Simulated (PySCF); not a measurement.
# Hartree-Fock beside MP2: BGeH3NO cation

Calculated results; nothing here was measured. The program is PySCF 2.14.0, an open-source quantum chemistry code, run on an isolated molecule that a program drew, which may never have been made. The molecule is BGeH3NO cation (charge +1, singlet), drawn as the SMILES string `N=[B][GeH+][OH]`.

The geometry was optimised and harmonic frequencies were computed with HF and MP2, all in the cc-pVDZ basis, for the commonest isotopes, with a restricted reference for singlets and an unrestricted one otherwise, and a frozen core in MP2. Germanium has the cc-pVDZ-PP basis, with a core potential (ECP10MDF) in place of its 10 inner electrons, and its 3s, 3p and 3d shells are frozen in MP2. Each result is a local minimum of its method.

Geometry at the HF minimum:
```xyz
7
BGeH3NO cation, angstrom
N     0.9031    1.4983   -0.9186
B     0.3588    1.0736    0.0775
Ge   -0.5439    0.3710    1.7348
O    -0.1932    1.0348    3.2576
H     1.3471    1.8440   -1.7371
H    -1.5584   -0.7308    1.8628
H     0.4295    1.7466    3.3776
```

Lengths of the bonds as drawn, in Å (atoms numbered as above):
```
bond,HF,MP2
N1-B2,1.212,1.252
B2-Ge3,2.014,1.993
Ge3-O4,1.698,1.735
N1-H5,0.993,1.012
Ge3-H6,1.503,1.513
O4-H7,0.953,0.978
```

Rotational constants, in GHz:
```
constant     HF    MP2
       A  17.02  16.92
       B  2.521  2.476
       C  2.195   2.16
```

Harmonic frequencies in cm^-1, each column in rising order, so a row needn't be the same motion in every method:
```
rank    HF   MP2
   1   123   109
   2   208   175
   3   346   305
   4   465   441
   5   469   468
   6   634   617
   7   701   636
   8   742   645
   9   768   729
  10   860   817
  11   943   930
  12  2160  1891
  13  2383     ?
  14  3990  3751
  15  4072  3756
```

**Estimate the missing MP2 frequency from the HF column.**

A single factor s that minimises the squared misfit of MP2 against s times HF over the other rows is sum(HF x MP2) / sum(HF^2) = 0.9261, with an rms misfit of 41 cm^-1. For rank 13 it gives 0.9261 x 2383 = 2207 cm^-1. The calculation gives 2310 cm^-1, 103 cm^-1 above the estimate. The drawn bonds are on average 1.6 % longer in MP2 than in HF.
